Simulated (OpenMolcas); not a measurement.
Ru3+ in a ligand field

Ru3+ with 4 ligands (oxide) in tetrahedral coordination (Td) at 1.93 Å. A charge of +1.25 e stands 2.6 Å behind each ligand. Ligand basis ANO-RCC-VDZP.
```
Ru    0.0000    0.0000    0.0000
O     1.1143    1.1143    1.1143
O     1.1143   -1.1143   -1.1143
O    -1.1143    1.1143   -1.1143
O    -1.1143   -1.1143    1.1143
```

```yaml
Program: OpenMolcas
Method: CASSCF
Basis: ANO-RCC-VDZP [6s5p3d1f]
Scalar_Hamiltonian: DKH2, point nucleus
Active_space: 5 electrons in 5 orbitals (4d)
State_averaging: 2S+1 = 6 even, 1 root; 2S+1 = 4 even, 24 roots; 2S+1 = 2 even, 75 roots
Spin-orbit_coupling: RASSI with atomic mean-field integrals over the reference wave functions
```

The lowest spin-free states (labels of Td), above the lowest:

| State | Degeneracy | E (cm-1) |
| --- | --- | --- |
| 6A1 | 1 | 0.0 |
| 2S+1 = 4 | 3 | 14934 |
| 2S+1 = 4 | 3 | 18275 |
| 2T2 | 3 | 18362 |
| 2S+1 = 4 | 1 | 21963 |
| 4E | 2 | 22089 |
| 2S+1 = 4 | 3 | 23601 |
| 2A2 | 1 | 23700 |
| 2S+1 = 2 | 3 | 24975 |
| 2S+1 = 2 | 3 | 26224 |
| 2E | 2 | 26424 |
| 4E | 2 | 27374 |
| 2S+1 = 4 | 3 | 30441 |
| 2A1 | 1 | 30679 |
| 2S+1 = 2 | 3 | 31346 |
| 2S+1 = 2 | 3 | 31727 |
| 2E | 2 | 32441 |
| 2T2 | 3 | 34443 |
| 2A1 | 1 | 34872 |
| 2S+1 = 4 | 1 | 37059 |

The lowest levels with spin-orbit coupling:

```tsv
E (cm-1)	Degeneracy	Label	2S+1	g
0.0	2		6	3.33 3.33 3.33
0.6	4	Γ8	6	
14591	4	Γ8	4 (87 %)	
14641	2		4 (89 %)	2.28 2.28 2.28
14909	2		4	3.03 3.03 3.03
14980	4	Γ8	4	
17764	4	Γ8	4 (58 %)	
18142	2		4	2.62 2.62 2.62
18174	4	Γ8	4	
18508	2		4	2.42 2.42 2.42
19038	4	Γ8	4 (55 %)	
19654	2		2 (88 %)	1.64 1.64 1.64
21784	4	Γ8	4	
21963	2		4	1.38 1.38 1.38
22007	2		4	2.13 2.13 2.13
22094	4	Γ8	4	
22388	2		4 (75 %)	2.37 2.37 2.37
23406	4	Γ8	4	
23907	4	Γ8	4	
24081	2		4	1.58 1.58 1.58
```

Electric-dipole absorption from the lowest level at this geometry, strongest bands:

```tsv
E (cm-1)	λ (nm)	Label	f
18174	550	Γ8	1.51e-06
22007	454		2.03e-06
22094	453	Γ8	1.71e-06
23406	427	Γ8	1.22e-05
23907	418	Γ8	1.33e-05
24081	415		5.00e-06
26530	377	Γ8	2.56e-06
27513	363	Γ8	1.63e-05
27526	363		1.76e-05
29907	334		1.41e-06
30588	327	Γ8	3.25e-06
36780	272	Γ8	5.85e-06
37395	267	Γ8	4.24e-06
37434	267		1.68e-06
38256	261		2.16e-06
38920	257	Γ8	1.37e-06
```

Powder χT (cm3 K/mol): 4.32 at 2 K, 4.36 at 10 K, 4.36 at 50 K, 4.36 at 100 K, 4.36 at 200 K, 4.36 at 300 K. The effective moment at 300 K is 2.828 √(χT) = 5.91 μB.

The lowest level has 2S+1 = 6, for which the spin-only value is χT = S(S+1) / 2 = 4.375 cm3 K/mol (g = 2). The computed 4.360 at 300 K differs by -0.015, through a little spin-orbit mixing out of the ground term, against the free-electron g of 2.0023, which raises it.

Metal share of the active 4d orbitals (Löwdin): 81, 81, 81, 90, 90 %; Mulliken charge of the metal 1.95.

A least-squares ligand-field fit to the states below 45000 cm-1, each weighted by its degeneracy and with a free common offset, gives 10Dq = -9079 cm-1 (negative for this site), B = 693 cm-1 and C = 2841 cm-1 (C/B = 4.10), with an rms deviation of 451 cm-1.

The same method and metal basis give the free ion B = 902 cm-1 (fit to its terms below 60000 cm-1, rms deviation 29 cm-1), so the nephelauxetic ratio is β = 693 / 902 = 0.77; it hangs on how both fits weigh the states, and computed free-ion B values tend to be too large, so β mixes covalency with correlation.

Without dynamic correlation the repulsion within the d shell is too large (B by tens of per cent), so at a given field states of lower spin stand too high. The least metal-like active orbital is 81 % on the metal (Löwdin) and no ligand orbital is active, so the numbers are rough. The oxide ions are held by bare point charges, a crude embedding. With metal d orbitals alone the field can be off either way by tens of per cent. Ligand-to-metal charge-transfer states are missing. With no ligand orbital active B as a rule stays too high, so bands that hang on it stand too high and its fall with covalency is understated. No measured value stands beside these numbers; the geometry is a model, was not optimised and need not be the one that this ion takes.

A state without a sure symmetry label is named by its multiplicity alone.
